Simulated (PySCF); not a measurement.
**Polarisability and C₆ of B⁻ (boron, charge -1)**

[He] 2s2 2p2, high-spin 3P determinant. Computed with PySCF 2.14 in x2c-TZVPPall with one added diffuse shell each of s, p, d type (6s4p3d1f, 40 functions), with scalar relativity by spin-free X2C-1e. Coupled (time-dependent) response in atomic units; α is the mean over directions.

| method | mean α (bohr³) | α xx, yy, zz | C₆ (like pair) | S(−4) |
| --- | --- | --- | --- | --- |
| UHF | 117.4 | 52.20, 150.0, 150.0 | 1144 | 19410 |

S(−4) is the Cauchy moment in α(ω) = α(0) + S(−4) ω² + …

α(iu) at UHF:

| u (hartree) | α(iu) (bohr³) |
| --- | --- |
| 0 | 117.4 |
| 0.0500 | 88.00 |
| 0.100 | 60.68 |
| 0.200 | 34.75 |
| 0.300 | 21.88 |
| 0.500 | 10.52 |
| 0.750 | 5.419 |
| 1.00 | 3.292 |
| 1.50 | 1.590 |
| 2.00 | 0.9363 |
| 3.00 | 0.4386 |
| 5.00 | 0.1672 |

A single London oscillator, α(iu) = α/(1 + u²/ω²), gives C₆ = (3/4) ω α². Matching the computed C₆ needs ω = 4 × 1144 / (3 × 117.4²) = 0.111 hartree.

For an ion, C₆ is the dispersion term alone; charge-induced terms of lower order in 1/R come first.

The components differ because the open shell of this determinant is not spherical; for a pure term their mean is the scalar polarisability.
